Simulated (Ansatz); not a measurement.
Consider the redistribution: `[NH2][SbH][SiH3]` + `C[O][Sn][O]C` → `C[O][SbH][SiH3]` + `C[O][Sn][NH2]`.

Computed with Ansatz on PBE0-D4/def2-TZVP structures; ΔE is electronic, products minus reactants. CBS: MP2 limit from def2 TZ/QZ plus the TZ coupled-cluster correction, frozen cores. Functionals use def2-TZVPP. B3LYP here is the variant with VWN-RPA as its local correlation; programs differ in this. HSE06 is defined as in plane-wave codes. def2 core potentials past Kr. For Sb, Sn outer-core shells are correlated without core-valence functions, which leaves a few kJ/mol of doubt a bond. One conformer a species, not always the lowest.

```tsv
level	ΔE (kJ/mol)	difference from CCSD(T)/CBS
revPBE-D4	7.4	2.7
PBE0-D4	7.1	2.4
r2SCAN0-D4	5.0	0.3
ωB97X-V	5.6	0.9
PBE0	6.6	1.9
B3LYP	6.5	1.8
r2SCANh	4.5	-0.2
HSE06	6.8	2.1
CCSD/def2-SVP	9.0	4.3
CCSD(T)/def2-TZVPP	5.4	0.7
CCSD(T)/CBS	4.7	0
```

Largest T1 diagnostic among the species: 0.017.

Leaving LDA and LC-ωPBE aside and taking each functional with its dispersion term where it has one, the values, not all of them listed here, spread over 3.2 kJ/mol, from r2SCAN-D4 to PBE-D4. LDA lies −3.5 kJ/mol from PBE without D4. At CCSD(T), def2-SVP lies +4.4 kJ/mol from the extrapolated value and def2-TZVPP +0.7 kJ/mol.
